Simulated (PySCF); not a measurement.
C2H6Se, charge +1, multiplicity 2. Atoms are numbered in the order given.

```xyz
9

C      1.4830     0.0000     0.7888
Se     0.0000     0.0000    -0.4569
C     -1.4830     0.0000     0.7888
H      1.4096     0.9027     1.4170
H      2.4098     0.0000     0.2003
H      1.4096    -0.9027     1.4170
H     -1.4096     0.9027     1.4170
H     -2.4098     0.0000     0.2003
H     -1.4096    -0.9027     1.4170
```
Charge +1, spin multiplicity 2.

Geometry optimised at B3LYP-D3(BJ)/def2-SVP. The multiplicity is an assumed one; other spin states were not compared.

All values below come from PBE/def2-TZVPD in PySCF.

Gas-phase values at a fixed geometry.

total energy: -2480.62459 hartree
point group: C2v
α spin, highest occupied and lowest empty level: -12.83 and -6.62 eV
β spin, highest occupied and lowest empty level: -13.91 and -11.38 eV
dipole moment about the centre of nuclear charge: 1.86 D
mean static polarisability: 47.4 bohr³ (7.03 Å³)
polarisability, principal values: 36.6, 46.5, 59.3 bohr³
⟨S²⟩: 0.753 (pure state 0.75)
